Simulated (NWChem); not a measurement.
A series in which one site is exchanged, each optimised at PBE0/def2-SVP with NWChem, gas phase unless a solvent is named. def2 effective core potentials on I, Cs; no spin-orbit coupling.

A: [F][Cs] (CsF; site = F)
B: [Cl][Cs] (CsCl; site = Cl)
C: [I][Cs] (CsI; site = I)
D: [Br][Cs] (CsBr; site = Br)

```json
[
 {"quantity": "dipole (D), PBE0/def2-SVP", "A": "7.69", "B": "___", "C": "11.84", "D": "10.81"},
 {"quantity": "orbital gap (eV), PBE0/def2-SVP", "A": "4.88", "B": "___", "C": "3.82", "D": "4.18"},
 {"quantity": "static polarisability, PBE/def2-SVPD (bohr³)", "A": "33.1", "B": "___", "C": "89.3", "D": "66.9"},
 {"quantity": "lowest singlet excitation, PBE/def2-SVPD, TDA (eV)", "A": "3.40", "B": "___", "C": "2.46", "D": "2.80"}
]
```

Problem. What belongs in the gaps?

Solution. 
- dipole (D), PBE0/def2-SVP, B: 9.94
- orbital gap (eV), PBE0/def2-SVP, B: 4.44
- static polarisability, PBE/def2-SVPD (bohr³), B: 53.2
- lowest singlet excitation, PBE/def2-SVPD, TDA (eV), B: 3.10
